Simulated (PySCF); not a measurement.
Isomers of C3H10F2SSi2.

All values: PBE0/pcSseg-1 (PySCF) at GFN2-xTB geometries, gas phase, one conformer each.

(1) Rank by HOMO energy, lowest first.
A. `[CH3:1][C:2]([F:3])([F:4])[Si@H:5]([SH:6])[CH2:7][SiH3:8]` with C1–C2–Si5–S6 64°, C2–Si5–S6–H 41°, C2–Si5–C7–Si8 -175°
B. `[CH3:1][S:2][C@@H:3]([CH2:4][SiH2:5][F:6])[SiH2:7][F:8]` with C1–S2–C3–C4 125°, S2–C3–C4–Si5 -59°, C3–C4–Si5–F6 -43°, S2–C3–Si7–F8 179°
C. `[CH3:1][S:2][Si@@H:3]([F:4])[C@@H:5]([F:6])[CH2:7][SiH3:8]` with C1–S2–Si3–F4 46°, S2–Si3–C5–F6 160°, Si3–C5–C7–Si8 -175°

(2) Rank by LUMO energy, lowest first.
A. `[CH3:1][S:2][CH2:3][Si@@H:4]([CH2:5][F:6])[SiH2:7][F:8]` with C1–S2–C3–Si4 -166°, S2–C3–Si4–C5 -59°, C3–Si4–C5–F6 173°, C3–Si4–Si7–F8 88°
B. `[CH3:1][S:2][C@@H:3]([CH2:4][SiH2:5][F:6])[SiH2:7][F:8]` with C1–S2–C3–C4 125°, S2–C3–C4–Si5 -59°, C3–C4–Si5–F6 -43°, S2–C3–Si7–F8 179°
C. `[CH3:1][S:2][Si@@H:3]([F:4])[C@@H:5]([F:6])[CH2:7][SiH3:8]` with C1–S2–Si3–F4 46°, S2–Si3–C5–F6 160°, Si3–C5–C7–Si8 -175°

(3) Rank by the highest Hirshfeld charge on any atom, highest value first.
A. `[CH3:1][S:2][CH2:3][Si@@H:4]([CH2:5][F:6])[SiH2:7][F:8]` with C1–S2–C3–Si4 -166°, S2–C3–Si4–C5 -59°, C3–Si4–C5–F6 173°, C3–Si4–Si7–F8 88°
B. `[CH3:1][S:2][C@@H:3]([CH2:4][SiH2:5][F:6])[SiH2:7][F:8]` with C1–S2–C3–C4 125°, S2–C3–C4–Si5 -59°, C3–C4–Si5–F6 -43°, S2–C3–Si7–F8 179°
C. `[CH3:1][C:2]([F:3])([F:4])[Si@H:5]([SH:6])[CH2:7][SiH3:8]` with C1–C2–Si5–S6 64°, C2–Si5–S6–H 41°, C2–Si5–C7–Si8 -175°
D. `[CH3:1][S:2][Si@@H:3]([F:4])[C@@H:5]([F:6])[CH2:7][SiH3:8]` with C1–S2–Si3–F4 46°, S2–Si3–C5–F6 160°, Si3–C5–C7–Si8 -175°

## Answers

(1) A (-7.53 eV), C (-7.36 eV), B (-6.70 eV).

(2) A (-0.90 eV), C (-0.06 eV), B (0.07 eV).

(3) B (+0.417 e), D (+0.401 e), A (+0.340 e), C (+0.324 e).

All values together:

```tsv
SMILES	μ (D)	HOMO (eV)	LUMO (eV)	lowest IAO charge (e)	highest IAO charge (e)	lowest Hirshfeld charge (e)	highest Hirshfeld charge (e)
CSC[Si@@H](CF)[SiH2]F	3.38	-6.68	-0.90	-0.614 (C)	+0.820 (Si)	-0.218 (F)	+0.340 (Si)
CS[C@@H](C[SiH2]F)[SiH2]F	1.07	-6.70	0.07	-0.560 (C)	+1.080 (Si)	-0.213 (F)	+0.417 (Si)
CC(F)(F)[Si@H](S)C[SiH3]	1.86	-7.53	0.05	-0.829 (C)	+0.821 (Si)	-0.244 (C)	+0.324 (Si)
CS[Si@@H](F)[C@@H](F)C[SiH3]	1.72	-7.36	-0.06	-0.547 (C)	+1.111 (Si)	-0.195 (F)	+0.401 (Si)
```

Conformers: `[CH3:1][S:2][CH2:3][Si@@H:4]([CH2:5][F:6])[SiH2:7][F:8]` with C1–S2–C3–Si4 -166°, S2–C3–Si4–C5 -59°, C3–Si4–C5–F6 173°, C3–Si4–Si7–F8 88°; `[CH3:1][S:2][C@@H:3]([CH2:4][SiH2:5][F:6])[SiH2:7][F:8]` with C1–S2–C3–C4 125°, S2–C3–C4–Si5 -59°, C3–C4–Si5–F6 -43°, S2–C3–Si7–F8 179°; `[CH3:1][C:2]([F:3])([F:4])[Si@H:5]([SH:6])[CH2:7][SiH3:8]` with C1–C2–Si5–S6 64°, C2–Si5–S6–H 41°, C2–Si5–C7–Si8 -175°; `[CH3:1][S:2][Si@@H:3]([F:4])[C@@H:5]([F:6])[CH2:7][SiH3:8]` with C1–S2–Si3–F4 46°, S2–Si3–C5–F6 160°, Si3–C5–C7–Si8 -175°.
